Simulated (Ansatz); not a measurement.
Correlation energies of the Au⁺ ion by basis set

The species carries charge 1 and has multiplicity 1. Correlated methods include outer-core shells of Au, which these sets cover unevenly. Au: def2 effective core potential. A free ion. All electrons outside any core potential correlated, restricted reference, the Gaussian-basis code of Ansatz.

```csv
basis,HF (Eh),MP2 corr.,CCSD corr.,(T),CCSD(T) total
def2-SVP,-134.50244,-0.27936,-0.26675,?,?
def2-TZVPP,?,-0.52733,-0.50372,-0.01468,?
def2-QZVPP,?,-0.59885,?,-0.01838,?
```

(1) Fill in the withheld values. (Estimate.)

## Answers

(1) Computed: def2-SVP (T): -0.00514; def2-SVP CCSD(T) total: -134.77433; def2-TZVPP HF (Eh): -134.50745; def2-TZVPP CCSD(T) total: -135.02585; def2-QZVPP HF (Eh): -134.50746; def2-QZVPP CCSD corr.: -0.57453; def2-QZVPP CCSD(T) total: -135.10037.
